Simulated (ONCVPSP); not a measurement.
**What one change does to a pseudopotential (Sm (Z = 62), ONCV)**

ONCVPSP 4.0.1 input, shortened (lines: element, Z, core and valence counts, functional; n l f; lmax; l rc ep ncon nbas qcut; lloc lpopt rc5 dvloc0; l nproj debl; icmod fcfact rcfact), PBE, scalar-relativistic:

```
  Sm 62.00   10    4        4      upf
    1    0    2.00
    2    0    2.00
    2    1    6.00
    3    0    2.00
    3    1    6.00
    3    2   10.00
    4    0    2.00
    4    1    6.00
    4    2   10.00
    4    3    5.00
    5    0    2.00
    5    1    6.00
    5    2    2.00
    6    0    1.00
    2
    0    2.60    0.00    4    7    6.10
    1    2.75    0.00    4    8    5.10
    2    2.85    0.00    3    7    5.90
    4    5    1.85   -1.00
    0    2    2.90
    1    2    2.70
    2    1    3.40
    0    0.00    0.00
```

All-electron outer shells of the reference configuration (PBE, scalar-relativistic, ld1.x):

| shell | level (eV) | outermost node (bohr) | outermost maximum (bohr) |
| --- | --- | --- | --- |
| 5s | -45.19 | 0.68 | 1.25 |
| 5p | -24.58 | 0.73 | 1.42 |
| 4f | -6.46 | – | 0.61 |
| 6s | -3.50 | 1.67 | 3.57 |
| 5d | -1.88 | 0.83 | 2.06 |

Change: all radii scaled by about 1.21 (s 3.16, p 3.34, d 3.46 bohr); local potential polynomial inside 2.24 bohr (lpopt 5, dvloc0 -1 Ha). In the p channel the program set the typed energies aside and used -0.903, 0.050 Ha.

Cutoffs: the cutoffs (Ha) at which the residual kinetic energy of the hardest occupied pseudo-wave falls to 1 and 0.1 mHa per electron; they do not see the model core or the augmentation charge, which bear on the density cutoff. Errors are all-electron minus pseudo energies relative to the spin-unpolarised reference configuration.

Predict the effect on cutoff, ghosts and configuration errors.

The potential gets softer (9.8 Ha and 12 Ha → 7.0 Ha and 9.0 Ha); of the 4 tests that both files solve, the error grows in 1 and shrinks in 2 by more than 15 % and 0.3 meV (median size 4.6 → 4.0 meV); neither file shows a bound ghost. A larger radius leaves more room for a smooth pseudo-wave, so fewer plane waves are needed.

```tsv
quantity	base	changed
cutoff, loose	9.8 Ha	7.0 Ha
cutoff, tight	12 Ha	9.0 Ha
loose cutoff by channel	s 9.8 Ha, p 6.9 Ha, d 7.8 Ha	s 5.8 Ha, p 6.8 Ha, d 7.0 Ha
bound ghosts	none	none
GHOST(+) flags under 300 eV	s at 92.5 eV	none
error for 5s2 5p6 5d1 6s2, meV [ΔE -1.45 eV]	-2.6	-1.5
error for 5s2 5p6 5d1 6s1, meV [ΔE 5.01 eV]	-8.3	-6.7
error for 5s2 5p6 5d1 6s0, meV [ΔE 16.78 eV]	-6.6	-6.0
error for 5s2 5p6 5d1 6s1 6p1, meV [ΔE 1.28 eV]	0.0	-2.0
```
